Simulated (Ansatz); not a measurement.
Compare A (`NC([SiH3])[SiH2]O`) with its isomer B (`C[SiH2]N[SiH2]O`).

Computed with Ansatz on PBE0-D4/def2-TZVP structures; ΔE is electronic, products minus reactants. CCSD(T)/CBS is the MP2 limit (def2-TZVPP, def2-QZVPP) plus CCSD(T) − MP2 in def2-TZVPP, frozen cores. DFT in def2-TZVPP. B3LYP here is the variant with VWN-RPA as its local correlation; programs differ in this. One conformer a species, not always the lowest.

(1) Which is lower in electronic energy at CCSD(T)/CBS, and by how much? (Best estimate.)

(2) Give E(B) − E(A) in kcal/mol with ωB97M-V, CCSD/def2-TZVPP, HF/def2-TZVPP, r2SCAN-D4, B3LYP, PBE-D4, B2PLYP. (Estimate.)

Largest T1 diagnostic: 0.011.

Results:

(1) Computed: B, by 53.5 kcal/mol.

(2) Computed: ωB97M-V -52.8, CCSD/def2-TZVPP -53.7, HF/def2-TZVPP -57.5, r2SCAN-D4 -52.9, B3LYP -53.4, PBE-D4 -48.5, B2PLYP -54.2. None reverses the order clearly.

In def2-TZVPP, CCSD(T) changes the Hartree–Fock value by +4.6 kcal/mol (the triples alone add +0.8 kcal/mol) and MP2 by +2.8 kcal/mol. The D4 term adds +0.9 kcal/mol with B3LYP and +0.5 kcal/mol with PBE0; it sums over pairs of atoms, weighted by their polarisabilities, and B3LYP, whose exchange is more repulsive, gets the larger term.
